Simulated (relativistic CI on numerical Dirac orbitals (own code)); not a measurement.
## Hyperfine structure of Re VI, mass number 185

Calculated at this level of theory: Dirac-Coulomb-Breit CI, separate exchange-only KLI orbitals for each configuration, QED by a radiative potential, valence Slater integrals scaled by 0.85, P86 correlation energy added to each configuration (own radial code, finite nucleus).

CI space (outside the closed core [Kr] 4d10 4f14 5s2): 5p⁶5d², 5p⁶5d6s, 5p⁶5d5f, 5p⁶5d6p, 5p⁶6s², 5p⁶5d5g, 5p⁵5d³, 5p⁶5f², 5p⁶6s6p, 5p⁶5d6d, 5p⁶5d7s, 5p⁶5d7p, 5p⁶6p², 5p⁶5d6f, 5p⁶5g². Double excitations out of closed p, d and f shells are left out; levels of such configurations are missing from the list, as are those of other unlisted configurations, and high levels can miss mixing partners.

Nuclear spin I = 5/2, μ = 3.176 μN, Q = 2.07 b (tables of Stone and Pyykkö). The electronic factors are computed for point nuclear moments, without core polarisation or the Bohr-Weisskopf and QED corrections.

```json
{"Level": "5p⁶5d² ³F2", "E (cm⁻¹)": "0.0", "A (MHz)": "2416", "B (MHz)": "721"}
{"Level": "5p⁶5d² ³F3", "E (cm⁻¹)": "7515.4", "A (MHz)": "1384", "B (MHz)": "1100"}
{"Level": "5p⁶5d² ³F4", "E (cm⁻¹)": "13732.1", "A (MHz)": "1161", "B (MHz)": "2310"}
{"Level": "5p⁶5d² ¹D2", "E (cm⁻¹)": "16096.2", "A (MHz)": "1152", "B (MHz)": "-1620"}
{"Level": "5p⁶5d² ³P1", "E (cm⁻¹)": "18524.6", "A (MHz)": "-178.3", "B (MHz)": "1170"}
{"Level": "5p⁶5d² ¹G4", "E (cm⁻¹)": "25844.9", "A (MHz)": "1279", "B (MHz)": "6200"}
{"Level": "5p⁶5d² ³P2", "E (cm⁻¹)": "26497.2", "A (MHz)": "886.3", "B (MHz)": "-2000"}
{"Level": "5p⁶5d6s ³D1", "E (cm⁻¹)": "97976.9", "A (MHz)": "-12780", "B (MHz)": "1410"}
```

Levels with J = 0, under 50 % of one LS term, or S terms without an open s electron are left out. Small factors come from cancelling terms and can be off by tens of per cent or more.

At this charge configurations can still be misplaced by up to about 7 % of their energy. Levels and lines within the n = 5 or 6 shells can be off by up to 10 % or somewhat more, and those that change n by about 2 %, since core polarisation is missing. Levels that differ in their count of f electrons can be misplaced by several ten thousand cm⁻¹, since the correlation energy of f electrons is missing or only estimated; rates across such gaps can be off by orders of magnitude.

Give the hyperfine levels of 5p⁶5d² ³F2 relative to its centre of gravity.

With K = F(F + 1) − I(I + 1) − J(J + 1), E = AK/2 + B[¾K(K + 1) − I(I + 1)J(J + 1)]/[2I(2I − 1)J(2J − 1)]: F = 1/2: -16410, F = 3/2: -13110, F = 5/2: -7428, F = 7/2: 901.5, F = 9/2: 12260 MHz.

LS names give the leading component of a level, which can be under half, so a name can repeat, a term be missing and a line seem to break the LS rules.
